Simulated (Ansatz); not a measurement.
A nudged elastic band was laid between two geometries of AlClFH2O2 (7 atoms, charge 0, multiplicity 2).

Method: Ansatz 0.2.0, UKS B3LYP/def2-SVP.

```
movable images  : 7
climbing image  : yes
spring          : 5.0 eV/Å²
optimiser       : quadratic models (default)
start path      : through a guess of the saddle point
force threshold : 0.03 eV/Å
iteration limit : 60
end points      : relaxed
```

Initial state:

```xyz
7
Properties=species:S:1:pos:R:3
Al 0.177 -0.443 0.425
F 0.060 -2.042 0.887
O 1.513 0.141 -0.437
H 2.251 -0.390 -0.745
O -1.424 0.207 -0.170
H -2.231 -0.208 0.181
Cl -0.556 0.937 2.034
```

Final state:

```xyz
7
Properties=species:S:1:pos:R:3
Al -0.038 -0.341 0.186
F 0.034 -1.638 1.335
O 1.361 0.022 -0.695
H 2.264 -0.183 -0.442
O -1.534 0.024 -0.515
H -2.399 -0.169 -0.148
Cl 0.102 0.487 2.451
```

Task: What changes between the two ends?

Result: No bond is made or broken.

Task: Give the energies along the band, and the barrier.

Result: The run converged. The highest image is number 5 of 0 to 8, 16.1 kcal/mol above the first end and 1.2 kcal/mol above the last; the last end lies 14.9 kcal/mol above the first. The profile has 2 maxima (images 1, 5) with wells between them (image 2): this band takes more than one step, which may be the mechanism or a detour left from its start path. A vibrational analysis at the climbing image gives one clearly imaginary mode, 265i cm⁻¹: a first-order saddle point.

| image | path coordinate (Å) | energy (kcal/mol) |
| --- | --- | --- |
| 0 | 0.00 | 0.0 |
| 1 | 0.69 | 1.3 |
| 2 | 1.37 | 0.5 |
| 3 | 2.06 | 7.4 |
| 4 | 2.74 | 14.5 |
| 5 | 3.43 | 16.1 |
| 6 | 3.69 | 15.8 |
| 7 | 3.94 | 15.2 |
| 8 | 4.20 | 14.9 |

Task: What is the geometry of the highest image?

Result: 
```xyz
7
Properties=species:S:1:pos:R:3
Al -0.021 -0.433 0.221
F -0.155 -1.721 1.374
O 1.448 -0.321 -0.599
H 2.159 0.319 -0.589
O -1.462 0.075 -0.516
H -2.350 -0.099 -0.194
Cl 0.171 0.382 2.476
```

Time of the run: 8.2 min on 4 threads of Arm Neoverse V2, on a shared host, peak memory 0.28 GiB.
